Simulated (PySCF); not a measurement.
A structure optimised at PBE0-D3(BJ)/def2-SVP, used in a PySCF frequency run:

```xyz
8

Si    -0.2554    -0.9002     0.3619
C     -2.1031    -0.8328     0.2757
F      0.2954    -1.9182    -0.7744
Br     0.5917     1.1050    -0.0625
H      0.2835    -1.3584     1.6659
H     -2.5311    -1.8327     0.4485
H     -2.4988    -0.1447     1.0379
H     -2.4270    -0.4779    -0.7141
```

Q: Write its SMILES and formula.

A: C[SiH](F)Br, CH4BrFSi

Q: What are its rotational constants (standard atomic weights)?

A: 6.0088, 1.9838, 1.6154 GHz
